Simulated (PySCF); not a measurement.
## Energy of Mo²⁺ (molybdenum, charge +2) between two integer charges

The 4d alpha orbital of [Kr] 4d4 is emptied in steps (occupation f), with all orbitals relaxed, ending at [Kr] 4d3. Computed with PySCF 2.14 in aug-cc-pVTZ-PP with ECP28MDF, with scalar relativity through the core potential. The exact energy is a straight line in f; departures are measured from the line between the end points of the same method.

| f | PBE0 (eV) | r2SCAN (eV) | LC-wPBE (eV) |
| --- | --- | --- | --- |
| 1 | 0.000 | 0.000 | 0.000 |
| 0.9 | -0.372 | -0.489 | -0.112 |
| 0.7 | -0.871 | -1.143 | -0.263 |
| 0.5 | -1.040 | -1.362 | -0.313 |
| 0.3 | -0.875 | -1.144 | -0.263 |
| 0.1 | -0.375 | -0.490 | -0.113 |
| 0 | 0.000 | 0.000 | 0.000 |

**Question.** For LC-wPBE, how does the orbital energy at f = 1 compare with the removal energy?

**Answer.** −ε = 25.924 eV against a total-energy difference of 27.167 eV. By Janak's theorem ε = ∂E/∂f, so the gap between them reflects the curvature. Along the path −ε is 26.167 (f = 0.9), 26.662 (f = 0.7), 27.165 (f = 0.5), 27.669 (f = 0.3), 28.168 (f = 0.1) eV.

```tsv
method	E(f=0) − E(f=1) (eV)	−ε at f=1 (eV)	−ε at f=0.5 (eV)
PBE0	27.244	23.113	27.234
r2SCAN	27.107	21.676	27.104
LC-wPBE	27.167	25.924	27.165
```

Reference removal energy between the ground levels: 27.13 ± 0.12 eV (semi-empirical (NIST evaluation); NIST Atomic Spectra Database, ionization energies). The calculation has no spin-orbit coupling. The determinant left behind need not be the lowest term of the ion.
